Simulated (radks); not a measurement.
Q: Isoelectronic series with 20 electrons, all held in the configuration [Ar] 4s2, which need not be the ground one along the series. Method: scalar-relativistic Kohn-Sham, LDA (Slater exchange, Perdew-Wang correlation), spin-polarised, spherical densities, point nucleus; computed with a radial shooting solver on a logarithmic mesh with Libxc functionals. Total energies (hartree) and orbital eigenvalues (eV):

ion    E (hartree)         4s         3p         3s         2p
Ca      -678.69149    -3.8643   -27.9855   -46.8324  -334.5802
Sc+     -762.00339   -11.4576   -45.8310   -67.2558  -401.6952
Ti2+    -850.49983   -21.3126   -67.3783   -91.4389  -476.3818
V3+     -944.17899   -33.2040   -92.3470  -119.0967  -558.3607
Cr4+   -1043.04604   -47.0292  -120.6129  -150.1044  -647.5064
Mn5+   -1147.10992   -62.7323  -152.1084  -184.3960  -743.7506
Fe6+   -1256.38210   -80.2793  -186.7926  -221.9334  -847.0534
Co7+   -1370.87593   -99.6488  -224.6392  -262.6940  -957.3906
Ni8+   -1490.60632  -120.8269  -265.6309  -306.6653  -1074.749
Cu9+   -1615.58952  -143.8047  -309.7565  -353.8412  -1199.120
Zn10+  -1745.84298  -168.5768  -357.0086  -404.2199  -1330.504
Ga11+  -1881.38528  -195.1402  -407.3830  -457.8035  -1468.902
Ge12+  -2022.23607  -223.4940  -460.8777  -514.5964  -1614.319
Se14+  -2319.94695  -285.5754  -577.2280  -637.8392  -1926.240
Br15+  -2476.85148  -319.3074  -640.0870  -704.3076  -2092.764
Kr16+  -2639.15338  -354.8380  -706.0724  -774.0222  -2266.347
Rb17+  -2806.87743  -392.1715  -775.1882  -846.9957  -2447.003
Sr18+  -2980.04939  -431.3128  -847.4392  -923.2419  -2634.745
Zr20+  -3342.84533  -515.0411  -1001.368  -1085.613  -3031.556
Nb21+  -3532.52610  -559.6409  -1083.059  -1171.771  -3240.660
Mo22+  -3727.76840  -606.0737  -1167.909  -1261.268  -3456.920

Estimate the row of As13+.

A: E (hartree) -2168.41605; 4s -253.6385; 3p -517.4923; 3s -574.6055; 2p -1766.762.
